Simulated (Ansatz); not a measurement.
SiHCl3. Charge 0, multiplicity 1. Geometry r2SCAN-D4/def2-SVP; atoms count from 1.

```xyz
5

Si   -0.115   -0.030    0.003
H    -1.540   -0.408    0.041
Cl    0.848   -1.116   -1.445
Cl    0.748   -0.413    1.822
Cl    0.058    1.967   -0.421
```

Estimate the Mulliken populations from the PBE0/def2-TZVP orbitals of Ansatz.


| atom | charge (e) |
| --- | --- |
| Si1 | 0.56 |
| H2 | 0.01 |
| Cl3 | -0.19 |
| Cl4 | -0.19 |
| Cl5 | -0.19 |
Mulliken values depend strongly on the basis.

And the Mayer bond orders between heavy atoms (over 0.3)?

Si1–Cl3 1.21 (2.05 Å); Si1–Cl4 1.21 (2.05 Å); Si1–Cl5 1.21 (2.05 Å).
